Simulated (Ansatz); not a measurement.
CH2AlNSe, relaxed with RKS PBE0-D4/def2-TZVP in Ansatz from a PBE-D4/def2-SVP geometry. The force threshold is 0.005 eV/Å; the program also tests the step.

Total charge 0; spin multiplicity 1. The bonds changed during the relaxation, so this is another structure than the one it started from.

Start:

```xyz
6

N     1.240   -0.817   -1.004
C     0.483   -0.062   -0.481
Al   -0.892    0.954    0.594
Se   -1.417   -0.827    1.766
H     1.652   -1.741   -1.110
H    -1.066    2.493    0.235
```

**Question.** By how much does the energy fall, and how many steps does the optimiser take? (An estimate is asked.)

**Answer.** Computed: 0.06 eV, in 12 steps, 2 of them rejected.

**Question.** Which bonds change most? (Estimate.)

**Answer.** Ansatz gave: C2–Al3 from 2.019 to 2.058 Å; N1–C2 from 1.190 to 1.157 Å; Al3–Se4 from 2.196 to 2.166 Å; N1–H5 from 1.018 to 1.000 Å.

**Question.** Give the relaxed structure. (An estimate is asked.)

**Answer.** Ansatz gave: 
```xyz
6

N     1.216   -0.838   -0.972
C     0.489   -0.084   -0.480
Al   -0.921    0.918    0.636
Se   -1.523   -0.766    1.856
H     1.733   -1.656   -1.223
H    -0.993    2.425    0.183
```
